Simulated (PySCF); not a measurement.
# Steps of a relaxation of GdF3(H2O)

GdF3(H2O) (singlet in the valence; each metal's 4f electrons, 7 of them, lie in its core potential, out of spins and levels). PySCF 2.14.0, RKS r2SCAN, Gd lcecp-1-SVP with ECP53, F def2-SVP, O def2-SVP, H def2-SVP; non-relativistic Hamiltonian with scalar-relativistic core potentials where named; density fitting; no spin-orbit coupling. Origin of the start: template. Columns: position (Å) and force (eV/Å). Energies are counted from the last step; some of the 8 steps are shown. Forces carry noise of the integration grid, about 0.01 to 0.03 eV/Å.

Run from Python with OMP_NUM_THREADS=2. Where DIIS fails, smearing, a level shift and second-order steps follow.
It took 85 s on 2 threads of Intel(R) Xeon(R) Platinum 8259CL CPU @ 2.50GHz (Skylake/Cascade Lake), on a shared host, from the converged density of the start.

```xyz
7
step 0  E = 0.205 eV
Gd    0.0140   -0.0140    0.0140     1.00   -0.99    0.99
F     1.2317    1.2037    1.2317    -0.79   -0.53   -0.76
F    -1.2037   -1.2317    1.2317     0.56    0.78   -0.78
F     1.2317   -1.2317   -1.2037    -0.79    0.76    0.53
O    -1.4135    1.4135   -1.4135    -0.06    0.08   -0.08
H    -1.7541    2.2986   -1.2097     0.04   -0.05    0.03
H    -1.7541    1.2097   -2.2986     0.04   -0.03    0.05
```

```xyz
7
step 2  E = 0.042 eV
Gd    0.0464   -0.0431    0.0431     0.13   -0.11    0.11
F     1.1740    1.2215    1.1868     0.01    0.19    0.03
F    -1.2101   -1.1819    1.1819    -0.17   -0.03    0.03
F     1.1740   -1.1868   -1.2215     0.01   -0.03   -0.19
O    -1.3813    1.3898   -1.3898     0.01    0.00    0.00
H    -1.7255    2.2699   -1.1788     0.01    0.00    0.01
H    -1.7255    1.1788   -2.2699     0.01   -0.01    0.00
```

```xyz
7
step 5  E = 0.001 eV
Gd    0.0944   -0.0852    0.0852    -0.07    0.07   -0.07
F     1.1187    1.3405    1.1559     0.00    0.00    0.00
F    -1.3063   -1.1458    1.1458    -0.01   -0.01    0.01
F     1.1187   -1.1559   -1.3405     0.00    0.00    0.00
O    -1.3224    1.3466   -1.3466     0.05   -0.04    0.04
H    -1.6755    2.2209   -1.1269     0.01   -0.01    0.01
H    -1.6755    1.1269   -2.2209     0.01   -0.01    0.01
```

Q: Where does the relaxation end?

A: It converges at step 7 in Cs:
```xyz
7
step 7  E = 0
Gd    0.0855   -0.0810    0.0810
F     1.1091    1.3495    1.1474
F    -1.3095   -1.1467    1.1467
F     1.1091   -1.1474   -1.3495
O    -1.3158    1.3382   -1.3382
H    -1.6631    2.2152   -1.1204
H    -1.6631    1.1204   -2.2152
```

Q: How did the contacts change?

A: 
```csv
contact,start (Å),end (Å)
Gd1–F2 (F),2.109,2.057
Gd1–F3 (F),2.109,2.054
Gd1–F4 (F),2.109,2.057
Gd1–O5 (H2O),2.473,2.448
```


No frequency check is given that shows the relaxed geometry to be a minimum. An lcecp potential fixes the number of 4f electrons, so in runs with it no electron can move into or out of that shell.
